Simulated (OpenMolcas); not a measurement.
## How methods differ on InCNF2 (SMILES N#[C][In]([F])[F])

InCNF2: 5 atoms, total charge 0, spin state singlet. As SMILES, `N#[C][In]([F])[F]`. The shape is that of a PBE0-D4/def2-TZVP optimisation.

```xyz
5

N     1.2980   -1.5922    1.5896
C     0.7249   -0.8903    0.8786
In   -0.3060    0.3723   -0.4003
F    -1.8721   -0.1548   -1.3755
F     0.2051    2.1914   -0.7337
```

Quantity: the energy change with the N1–C2 bond stretched from 1.152 to 1.497 Å, in eV. The values are calculated.

| level | kind | program | value (eV) | CPU time (all runs) |
| --- | --- | --- | --- | --- |
| SVWN5/def2-SVPD (core potential) (restricted) | LDA | OpenMolcas | 3.32 | 2.5 min |
| BLYP/def2-SVPD (core potential) (restricted) | GGA | OpenMolcas | 3.03 | 2.7 min |
| TPSS/def2-SVPD (core potential) (restricted) | meta-GGA | OpenMolcas | 3.18 | 3.5 min |
| B3LYP/def2-SVPD (core potential) (restricted) | global hybrid | OpenMolcas | 3.57 | 2.3 min |
| BHLYP/def2-SVPD (core potential) (restricted) | global hybrid | OpenMolcas | 4.25 | 2.2 min |
| M06-2X/def2-SVPD (core potential) (restricted) | hybrid meta-GGA | OpenMolcas | 3.97 | 2.5 min |
| PBE0/def2-SVPD (core potential) (restricted) | global hybrid | OpenMolcas | 3.71 | 2.5 min |
| B2PLYP/def2-SVPD (core potential) (restricted) | double hybrid | OpenMolcas | 3.01 | 1.9 min |

The first shape isn't each level's own minimum. The values span 3.01 to 4.25 eV. CPU times are rough (shared hosts, several kinds of processor and program).
